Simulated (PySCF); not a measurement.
## Cu+: ionisation energy

Cu+ [Ar] 3d10 (1S) → Cu(2+) [Ar] 3d9 (2D), as a difference of total energies. Computed with PySCF 2.14 in ANO-RCC-VTZP (6s5p3d2f1g, 59 functions), with the spin-free X2C one-electron Hamiltonian (Gaussian nucleus). Correlated levels: valence: [Ar] frozen; valence and next inner shell: [Ne] frozen. The calculations carry no spin-orbit coupling.

```
                                method  ionisation energy (eV)
                                   UHF                  17.240
                                   LDA                  21.840
                                   PBE                  21.141
                                  PBE0                  20.405
                                r2SCAN                  20.503
                                M06-2X                  20.056
                             CAM-B3LYP                  20.763
                         MP2 (valence)                  20.956
                     SCS-MP2 (valence)                  20.499
SCS-MP2 (valence and next inner shell)                  21.041
```

**Question.** Estimate what B2PLYP gives.

**Answer.** 20.620 eV, closest to r2SCAN among the rows shown.

**Question.** Estimate what MP2 (valence and next inner shell) gives.

**Answer.** 21.646 eV, closest to LDA among the rows shown.

A first-order spin-orbit estimate (lowest level to lowest level, LS coupling) adds -0.115 eV.

Errors of the correlated levels include the incompleteness of this basis and the frozen core.

For comparison: 20.292 eV (measured; NIST Atomic Spectra Database, ionization energies).
